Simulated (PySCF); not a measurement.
# Ionising BiH

PBE; Bi aug-cc-pVDZ-PP with ECP60, H aug-cc-pVDZ; scalar-relativistic core potentials (PySCF 2.14). Neutral (UKS): triplet (π ↑↑), Re = 1.823 Å, ωe = 1726 cm⁻¹, De = 2.42 eV, HOMO -5.15 eV, LUMO -3.63 eV.

BiH⁻ (UKS): doublet (π ↑), Re = 1.844 Å, ωe = 1612 cm⁻¹, De = 2.61 eV to Bi⁻ + H. The energies at the minima are -215.22026 hartree for BiH and -215.25865 for BiH⁻.

(1) Work out the adiabatic electron affinity, without and with harmonic zero-point energies (1 hartree = 27.2114 eV, 1 eV = 8065.5 cm⁻¹), and the change of the bond length.

These are scalar-relativistic numbers at best; spin–orbit coupling would shift them, the dissociation energy most. For an ion De counts to the pair picked by the measured ionisation energies or electron affinities, which need not be the lowest pair at this level. The highest Kohn–Sham level is positive in this anion. Much of that is self-interaction error, but it also means that the finite basis helps to hold the extra electron. States were picked by a PBE0 search and need not be the measured ground states.

## Answers

(1) At PBE: 0.03839 hartree = 1.045 eV between the minima; the zero-point term (1726.0 − 1612.0)/2 cm⁻¹ = +0.007 eV makes it 1.052 eV. Re changes by +2.1 pm against the neutral. The electron enters a π orbital, which is non-bonding in a hydride.
